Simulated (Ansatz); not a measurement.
Molecule: sum formula HBO$_{2}$Cl, net charge -1, singlet state. It need not be the lowest isomer of its formula. Whether it binds its extra electron was not tested at this geometry. SMILES: [O-]B(O)Cl
Coordinates optimised at B3LYP-D3(BJ)/def2-TZVP (Ansatz, a program for electronic structure):
```
B
O 1 1.2513
O 1 1.3994 2 135.46
H 3 0.9618 1 108.12 2 -180.00
Cl 1 2.0682 2 120.85 3 -180.00
```
Charge -1, spin multiplicity 1.

Parts of the frozen-core correlation energy in aug-cc-pV(T+d)Z (Ansatz, hartree). Frozen orbitals: 8; correlated occupied orbitals by spin: 12 and 12; virtual: 196 and 196. Spin-orbit coupling is left out. Non-relativistic.

```csv
term,value
reference (HF),-634.76082
MP2 opposite-spin,-0.58839
MP2 same-spin,-0.20719
CCSD correlation,-0.80687
(T),-0.03601
T1 diagnostic,0.014
largest doubles amplitude,0.015
```
